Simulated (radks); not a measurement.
Al II, configuration [Ne] 3s0.5 3p1.5 (fractional occupations, a model configuration). All-electron calculation, Dirac Kohn-Sham, PBE, spin-unpolarised, spherical densities, finite nucleus; open shells are shared between the two j in proportion to 2j + 1; Fermi nuclear charge, rms radius 3.061 fm. Program: a radial shooting solver on a logarithmic mesh with Libxc functionals.

Radial electron density D(r) = 4 pi r^2 rho(r):

r (bohr),D(r) (e/bohr)
0.003852,0.2436
0.004378,0.3100
0.004936,0.3880
0.00561,0.4919
0.006326,0.6132
0.00719,0.7736
0.008106,0.9592
0.009213,1.202
0.01039,1.481
0.01181,1.842
0.01331,2.249
0.01513,2.768
0.01706,3.343
0.01939,4.060
0.02186,4.836
0.02484,5.776
0.02801,6.757
0.03184,7.899
0.0359,9.034
0.0408,10.28
0.046,11.42
0.05228,12.55
0.05895,13.45
0.067,14.16
0.07554,14.52
0.08585,14.52
0.0968,14.14
0.11,13.35
0.124,12.34
0.141,11.11
0.159,10.01
0.1807,9.088
0.2037,8.627
0.2315,8.667
0.261,9.195
0.2967,10.15
0.3345,11.18
0.3802,12.14
0.4286,12.63
0.4872,12.51
0.5493,11.73
0.6243,10.27
0.7039,8.496
0.8,6.456
0.902,4.659
1.025,3.077
1.156,2.007
1.314,1.301
1.481,0.9705
1.684,0.8517
1.898,0.8485
2.157,0.8600
2.432,0.8288
2.765,0.7305
3.117,0.5895
3.543,0.4196
3.994,0.2736
4.54,0.1535
5.119,0.07891
5.818,0.03340
6.559,0.01269
7.455,0.003720
8.405,0.0009602
9.553,0.0001779

D(r) has 3 maxima, at r = 0.0805, 0.446, 2.12 bohr, and minima at 0.215, 1.78 bohr, inside which lie 2.21, 10.34 electrons.
